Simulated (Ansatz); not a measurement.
# Ligand exchange: C3F6 + C3H8Mg → C3HF5 + C3H7FMg

Gas-phase species: C3F6 (hexafluoropropylene) `FC(F)=C(F)C(F)(F)F`, singlet; C3H8Mg `C[CH](C)[MgH]`, singlet; C3HF5 `F/C=C(\F)C(F)(F)F`, singlet; C3H7FMg `C[CH](C)[Mg][F]`, singlet. The partners trade F for H: C–F and Mg–H bonds give way to C–H and Mg–F.

Shapes, held fixed at every level: PBE0-D4/def2-TZVP. Programs: Ansatz 0.2.0. The zero-point and thermal change to 298 K, harmonic and unscaled (PBE0-D4/def2-TZVP), is +13.4 kJ/mol.

Task: Estimate ΔH(298 K) of this reaction.

Result: The highest level, CCSD(T)/def2-TZVPP, gives ΔH(298 K) = -257.0 kJ/mol; the levels span -272.0 to -248.8. The column of differences is taken from that level and isn't an error. No measured value is set beside it here. Outer-core shells of Mg are correlated, in sets that cover them unevenly. Sets without diffuse functions underbind ionic bonds of s-block metals.

| level | kind | ΔH(298 K) (kJ/mol) | less CCSD(T)/def2-TZVPP |
| --- | --- | --- | --- |
| r2SCAN-D4/def2-TZVPP | meta-GGA | -248.8 | +8.2 |
| BHLYP-D4/def2-TZVPP | global hybrid | -257.2 | -0.2 |
| r2SCAN0-D4/def2-TZVPP | global hybrid | -250.5 | +6.5 |
| wB97M-V/def2-TZVPP | range-separated hybrid | -250.4 | +6.6 |
| wB97X-V/def2-TZVPP | range-separated hybrid | -248.8 | +8.2 |
| MP2/def2-TZVPP | perturbation theory | -272.0 | -15.0 |
| CCSD/def2-TZVPP | coupled cluster or CI | -258.9 | -1.9 |
| CCSD(T)/def2-TZVPP | coupled cluster or CI | -257.0 | 0.0 |
